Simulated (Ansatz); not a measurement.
One change: `[CH3][Ti]([OH])([OH])[F]` becomes `[OH][Ti]([OH])([F])[F]`.

Ansatz, PBE0-D4/def2-TZVP geometries, multiplicity 1. Each molecule was computed in one conformer, which needn't be the lowest.

Scalar relativity is left out up to krypton.

```csv
property,`[CH3][Ti]([OH])([OH])[F]`
LUMO energy (ωB97M-V/def2-TZVPP) / eV,0.86
zero-point energy (PBE0-D4/def2-TZVP) / kJ/mol,164.5
HOMO–LUMO gap (B3LYP/def2-TZVPP) / eV,5.90
HOMO–LUMO gap (ωB97M-V/def2-TZVPP) / eV,11.14
LUMO energy (PBE0/def2-TZVPP) / eV,-1.46
size of the dipole moment (ωB97M-V/def2-TZVPP) / D,2.46
```

(1) What does the change do to each property? (Estimate.)

## Answers

(1) Ansatz gave: 
| property | `[OH][Ti]([OH])([F])[F]` | shift |
| --- | --- | --- |
| LUMO energy (ωB97M-V/def2-TZVPP) / eV | 0.20 | -0.66 |
| zero-point energy (PBE0-D4/def2-TZVP) / kJ/mol | 78.6 | -85.9 |
| HOMO–LUMO gap (B3LYP/def2-TZVPP) / eV | 7.20 | 1.30 |
| HOMO–LUMO gap (ωB97M-V/def2-TZVPP) / eV | 12.59 | 1.45 |
| LUMO energy (PBE0/def2-TZVPP) / eV | -2.13 | -0.67 |
| size of the dipole moment (ωB97M-V/def2-TZVPP) / D | 0.62 | -1.84 |

With PBE0 the HOMO falls by 2.01 eV and the LUMO falls by 0.67 eV, so the gap widens by about 1.34 eV. PBE moves the HOMO by -1.72 eV and ωB97M-V by -2.11 eV. The zero-point energy changes by -85.9 kJ/mol with -9 modes. Dipoles are sizes alone; their direction can turn.

B3LYP here is the variant with VWN-RPA as its local correlation; programs differ in this.
